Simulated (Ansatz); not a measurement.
Isolated molecules relaxed with PBE0-D4/def2-TZVP in Ansatz; ΔE leaves out vibrations. CCSD(T)/CBS is the MP2 limit (def2-TZVPP, def2-QZVPP) plus CCSD(T) − MP2 in def2-TZVPP, frozen cores. This one scheme is used for every species. DFT in def2-TZVPP. B3LYP here is the variant with VWN-RPA as its local correlation; programs differ in this. Each species was taken in one conformer, which may not be the lowest.

Reaction (ligand exchange at the Si–N bond): `F[SiH2]N[SiH](F)F` + `C=N` → `C=N[SiH2]F` + `N[SiH](F)F`

Task: Is it downhill or uphill in electronic energy at CCSD(T)/CBS, and by how much? (Best estimate.)

Result: Computed: Uphill: ΔE = +25.0 kJ/mol.

Task: What do these levels give: LDA (SPW92), r2SCANh-D4, ωB97M-V, B3LYP, CCSD/def2-SVP, MP2/def2-TZVPP? (Best estimate.)

Result: Computed: LDA (SPW92) 16.1, r2SCANh-D4 20.2, ωB97M-V 22.4, B3LYP 16.5, CCSD/def2-SVP 30.2, MP2/def2-TZVPP 24.0 kJ/mol.

Task: What do rigid-rotor, harmonic-oscillator terms from PBE0-D4/def2-TZVP frequencies (298.15 K, 1 bar) make of the CCSD(T)/CBS value? (Best estimate.)

Result: The calculation gave: ΔZPE = -2.0 kJ/mol, ΔH = +22.5 kJ/mol, ΔS = 1 J/(mol·K), ΔG = +22.1 kJ/mol. Modes under 50 cm⁻¹ make the entropy rough.

Largest T1 diagnostic among the species: 0.013.

In def2-TZVPP, CCSD(T) changes the Hartree–Fock value by +7.1 kJ/mol (the triples alone add +0.5 kJ/mol) and MP2 by +4.3 kJ/mol. At CCSD(T), def2-SVP lies +5.6 kJ/mol from the extrapolated value and def2-TZVPP +1.8 kJ/mol.
